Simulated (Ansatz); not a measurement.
Basis-set extrapolation for CH₄BClSi (PBE0-D4/def2-TZVP geometry, frozen core, Ansatz). Multiplicity 1, RHF reference.

|  | def2-TZVPP | def2-QZVPP |
| --- | --- | --- |
| HF | -813.260191 | -813.284518 |
| MP2 correlation | -0.585391 | -0.629491 |
| CCSD(T) correlation | -0.662373 | not run |

Energies in hartree. Use E(X) = E(∞) + A·exp(−7.88·√X) for Hartree–Fock and E(X) = E(∞) + B·X^(−2.97) for correlation, with X = 3 and 4, and add CCSD(T) minus MP2 of the smaller set to the MP2 limit.

Question: What is the CCSD(T) energy at the basis-set limit?

Answer: HF limit: -813.284518 + (-0.024327) × 0.13774 = -813.28787. MP2 limit: -0.629491 + (-0.044100) × 0.74074 = -0.66216. Higher-order term: -0.662373 − (-0.585391) = -0.07698. Total: -814.02701 hartree, 65.5 kcal/mol below CCSD(T)/def2-TZVPP.
